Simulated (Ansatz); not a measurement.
Consider the formal exchange of groups at a Ge–Cl bond: `C[O][Ge]([OH])([Cl])[Cl]` + SiH₄ → `C[O][Ge]([OH])([SiH3])[Cl]` + HCl.

Calculated with Ansatz (gas phase, PBE0-D4/def2-TZVP geometries, no zero-point term in ΔE). CCSD(T)/CBS adds triple-zeta CCSD(T) − MP2 to the extrapolated MP2 energy (def2 sets, frozen cores). This one scheme is used for every species. DFT in def2-TZVPP. B3LYP here is the variant with VWN-RPA as its local correlation; programs differ in this. For Ge outer-core shells are correlated without core-valence functions, which leaves a few kJ/mol of doubt a bond. Scalar relativity is left out up to krypton. Each species was taken in one conformer, which may not be the lowest.

```csv
species,B3LYP-D4 energy (Eh)
`C[O][Ge]([OH])([Cl])[Cl]`,-3188.70255
SiH₄,-291.91967
`C[O][Ge]([OH])([SiH3])[Cl]`,-3019.76681
HCl,-460.83661
```

(1) Work out ΔE.

Largest T1 diagnostic among the species: 0.012.

## Answers

(1) ΔE = (-3019.76681) + (-460.83661) − (-3188.70255) − (-291.91967) = 0.01880 Eh = +11.8 kcal/mol. CCSD(T)/CBS gives +11.9 kcal/mol.

From PBE to PBE0 (25 % exact exchange), in def2-TZVPP and without D4, ΔE moves by +1.5 kcal/mol. In def2-TZVPP, CCSD(T) changes the Hartree–Fock value by −4.9 kcal/mol (the triples alone add −0.3 kcal/mol) and MP2 by −3.7 kcal/mol.
